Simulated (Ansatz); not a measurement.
`C=CCCCCCCCCCC=C` was relaxed with r2SCAN-D4 (def2-SVP) in Ansatz in these states: charge +1 doublet, neutral singlet. The geometries follow in no particular order.

A:

```xyz
37

C    -1.925   -0.561   -6.217
C    -1.056   -1.236   -5.401
C    -0.841   -0.991   -3.961
C    -1.672    0.093   -3.286
C    -1.363    0.257   -1.796
C     0.029    0.813   -1.501
C     0.277    1.159   -0.034
C     0.249   -0.048    0.912
C     0.585    0.333    2.349
C     0.538   -0.864    3.300
C     0.807   -0.452    4.763
C     2.180    0.021    5.015
C     2.508    1.169    5.687
H    -2.007   -0.813   -7.277
H    -2.564    0.242   -5.837
H    -0.453   -2.038   -5.849
H     0.248   -0.800   -3.831
H    -0.957   -1.967   -3.437
H    -2.743   -0.148   -3.407
H    -1.510    1.058   -3.802
H    -2.117    0.933   -1.355
H    -1.503   -0.718   -1.293
H     0.809    0.105   -1.843
H     0.181    1.729   -2.103
H    -0.473    1.898    0.302
H     1.259    1.657    0.056
H    -0.750   -0.520    0.885
H     0.961   -0.816    0.556
H    -0.119    1.111    2.698
H     1.591    0.793    2.395
H    -0.451   -1.349    3.253
H     1.275   -1.627    2.992
H     0.669   -1.373    5.374
H     0.062    0.279    5.120
H     2.996   -0.614    4.642
H     3.551    1.452    5.851
H     1.731    1.833    6.079
```

B:

```xyz
37

C     4.6269   -2.2977   -3.9560
C     4.0363   -2.7603   -2.8476
C     2.9429   -2.0908   -2.0686
C     2.4402   -0.7643   -2.6290
C     1.2755   -0.1584   -1.8437
C     1.6233    0.2530   -0.4119
C     0.5168    1.0283    0.3054
C    -0.7682    0.2347    0.5363
C    -1.8194    1.0070    1.3289
C    -3.1058    0.2189    1.5574
C    -4.1824    0.9988    2.3264
C    -3.7845    1.3356    3.7308
C    -3.6976    2.5707    4.2384
H     5.4195   -2.8663   -4.4507
H     4.3480   -1.3420   -4.4109
H     4.3709   -3.7258   -2.4428
H     3.2997   -1.9564   -1.0292
H     2.0938   -2.7978   -1.9762
H     2.1268   -0.9173   -3.6771
H     3.2764   -0.0410   -2.6625
H     0.9060    0.7322   -2.3854
H     0.4353   -0.8772   -1.8370
H     1.8778   -0.6408    0.1877
H     2.5397    0.8718   -0.4356
H     0.2798    1.9446   -0.2691
H     0.8971    1.3774    1.2828
H    -1.2025   -0.0736   -0.4326
H    -0.5243   -0.7052    1.0690
H    -2.0602    1.9487    0.7983
H    -1.3962    1.3154    2.3027
H    -3.5209   -0.0968    0.5830
H    -2.8722   -0.7158    2.1026
H    -5.1052    0.3887    2.3515
H    -4.4320    1.9277    1.7831
H    -3.5375    0.4791    4.3762
H    -3.3879    2.7428    5.2734
H    -3.9358    3.4522    3.6316
```

Question: Judge from the bond lengths which geometry belongs to which state (an estimate).

Answer: A is the charge +1 doublet (C1–C2 1.370 Å, C12–C13 1.369 Å, C11–C12 1.474 Å); B is the neutral singlet (C1–C2 1.338 Å, C12–C13 1.338 Å, C11–C12 1.498 Å).

At r2SCAN-D4/def2-SVP the gap within one spin of the relaxed charge 1 doublet nearly closes, so an electron or hole may be smeared out by delocalisation error.
